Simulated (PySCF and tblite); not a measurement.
The numbers below are computed, except where a source is named.
2 diastereomers of C₆H₁₂Se, numbered alike:

```
isomer                                                 SMILES  descriptors (one enantiomer)
     A  [CH3:1][C@@H:2]1[CH2:3][CH2:4][C@H:5]([CH3:6])[Se:7]1                        2R, 5S
     B   [CH3:1][C@H:2]1[CH2:3][CH2:4][C@H:5]([CH3:6])[Se:7]1                        2S, 5S
```

Each isomer is a Boltzmann average at 298.15 K over at most 3 conformers: GFN2-xTB geometries, energies PBE0/pcSseg-1 (D3(BJ) added where defined), GIAO shieldings PBE0/pcSseg-1, GFN2-xTB thermal terms. Programs: PySCF with density fitting and tblite.

(1) What shifts does each isomer give (ppm; of two unlike H on one atom, a is the less shielded)?

Spin–orbit effects of the heavy atoms on shieldings are missing. Shifts are unscaled: against experiment ¹³C can be off by 15 ppm or more and ¹H by 0.8 ppm.

## Answers

(1) 
A: ¹H (against TMS): 3.72 (H2/H5, 2H), 2.02 (H3a/H4a, 2H), 1.73 (H3b/H4b, 2H), 1.47 (H1/H6, 6H). ¹³C (against TMS): 53.1 (C2/C5), 42.4 (C3/C4), 26.4 (C1/C6). ⁷⁷Se (against Me2Se): 436.3 (Se7).

B: ¹H (against TMS): 3.89 (H2/H5, 2H), 2.12 (H3a/H4a, 2H), 1.58 (H3b/H4b, 2H), 1.42 (H1/H6, 6H). ¹³C (against TMS): 53.3 (C2/C5), 43.8 (C3/C4), 25.5 (C1/C6). ⁷⁷Se (against Me2Se): 426.0 (Se7).
